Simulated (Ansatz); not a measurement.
1-ethyl-3-methylimidazolium bistriflimide, `CCn1cc[n+](C)c1.O=S(=O)([N-]S(=O)(=O)C(F)(F)F)C(F)(F)F`, relaxed as a singlet with RKS r2SCAN-D4/def2-SVP in Ansatz, starting from the GFN2-xTB geometry. Force threshold 0.03 eV/Å.

Start:

```tsv
atom	x (Å)	y (Å)	z (Å)
C1	0.341	-1.578	-3.575
C2	0.505	-0.667	-2.363
N3	-0.154	-1.217	-1.203
C4	-1.498	-1.239	-0.992
C5	-1.703	-1.776	0.239
N6	-0.481	-2.069	0.761
C7	-0.244	-2.508	2.107
C8	0.440	-1.727	-0.130
H9	0.847	-1.140	-4.429
H10	-0.709	-1.708	-3.827
H11	0.776	-2.556	-3.382
H12	1.559	-0.531	-2.119
H13	0.072	0.317	-2.551
H14	-2.202	-0.844	-1.693
H15	-2.613	-1.930	0.780
H16	-0.587	-1.718	2.780
H17	0.821	-2.662	2.256
H18	-0.793	-3.429	2.307
H19	1.500	-1.798	0.018
O20	-2.428	1.211	0.153
S21	-1.309	1.294	1.043
O22	-1.280	0.330	2.109
N23	0.031	1.304	0.207
S24	1.330	1.314	1.114
O25	1.990	0.035	1.136
O26	1.189	2.019	2.340
C27	2.431	2.324	-0.030
F28	2.532	1.660	-1.193
F29	3.667	2.482	0.440
F30	1.933	3.525	-0.297
C31	-1.445	2.993	1.859
F32	-2.670	3.483	1.642
F33	-1.267	2.953	3.169
F34	-0.580	3.851	1.322
```

| step | energy (eV) | largest force component (eV/Å) | SCF passes |
| --- | --- | --- | --- |
| 1 | -59046.8975 | 2.318 | 25 |
| 2 | -59047.2660 | 1.248 | 21 |
| 3 | -59047.3999 | 0.321 | 21 |
| 4 | -59047.4172 | 0.262 | 22 |
| 5 | -59047.4303 | 0.178 | 20 |
| 6 | -59047.4411 | 0.112 | 22 |
| 7 | -59047.4467 | 0.085 | 21 |
| 8 | -59047.4551 | 0.171 | 20 |
| 9 | -59047.4592 | 0.215 | 21 |
| 10 | -59047.4657 | 0.191 | 21 |
| 11 | -59047.4754 | 0.228 | 20 |
| 12 | -59047.4914 | 0.331 | 21 |
| 13 | -59047.5114 | 0.381 | 21 |
| 14 | -59047.5375 | 0.290 | 21 |
| 15 | -59047.5607 | 0.169 | 21 |
| 16 (rejected) | -59047.5554 | 0.190 | 21 |
| 17 | -59047.5677 | 0.092 | 21 |
| 18 | -59047.5709 | 0.039 | 21 |
| 19 | -59047.5714 | 0.024 | 22 |

Force components are those of the run's own axes.

End:

```xyz
34

C     0.010   -1.363   -3.653
C    -0.054   -0.545   -2.377
N    -0.480   -1.340   -1.219
C    -1.747   -1.836   -0.994
C    -1.754   -2.352    0.272
N    -0.489   -2.164    0.791
C    -0.089   -2.377    2.175
C     0.261   -1.543   -0.125
H     0.329   -0.717   -4.484
H    -0.973   -1.783   -3.918
H     0.729   -2.191   -3.566
H     0.920   -0.113   -2.106
H    -0.758    0.299   -2.439
H    -2.544   -1.738   -1.726
H    -2.555   -2.799    0.855
H    -0.763   -1.795    2.819
H     0.929   -1.987    2.300
H    -0.131   -3.447    2.423
H     1.278   -1.185    0.053
O    -1.885    1.302   -0.553
S    -1.094    1.349    0.683
O    -1.427    0.427    1.782
N     0.461    1.330    0.256
S     1.620    1.264    1.383
O     2.247   -0.077    1.449
O     1.325    1.960    2.636
C     2.886    2.288    0.479
F     3.171    1.734   -0.703
F     3.996    2.336    1.209
F     2.435    3.520    0.286
C    -1.400    3.078    1.386
F    -2.605    3.483    0.989
F    -1.365    3.057    2.708
F    -0.485    3.926    0.928
```

By distances, no bond broke or formed. The bond that changes most is S24–O25, from 1.44 to 1.48 Å (atoms count from 1).

No frequencies were taken in this run, so the end may be a saddle point.

Run time 92 s (2 threads of AMD EPYC 7R13 on a shared host and a share (18 GiB) of an NVIDIA H100 80GB HBM3), peak host memory 1.1 GiB.
